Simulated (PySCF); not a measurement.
H3O4Si, SMILES [O][Si](O)(O)O (connectivity only; charge and spin as stated), charge -1, multiplicity 1. Heavy atoms are numbered as in [O:1][Si:2]([OH:3])([OH:4])[OH:5]. Hydrogens are named by the atom that carries them.

The structure is a stationary point at r2SCAN-D4/def2-SVPD. The spin state was assumed, not searched. The isomer is the one that the SMILES or the coordinates give; other isomers of the formula were not compared. The values are those of a single conformer.

The numbers are results of KT2/pcSseg-1 in PySCF, not measurements.

GIAO shieldings, no solvent; atoms alike by connectivity are averaged. δ = σ(ref) − σ: ¹⁷O against H2O (σ = 330.4 ppm); ²⁹Si against TMS (σ = 361.9 ppm); ¹H against TMS (σ = 31.47 ppm), references at their B3LYP-D3(BJ)/def2-TZVP geometries, non-relativistic.

```csv
atoms,nucleus,count,δ (ppm)
O1,¹⁷O,1,(withheld)
O3 (OH),¹⁷O,3,61.8
Si2,²⁹Si,1,-48.7
H on O3,¹H,3,(withheld)
```

Complete the blanks. (An estimate is asked for; the answer gives what the named calculation found.)


- O1, δ (ppm): 118.1
- H on O3, δ (ppm): -0.35
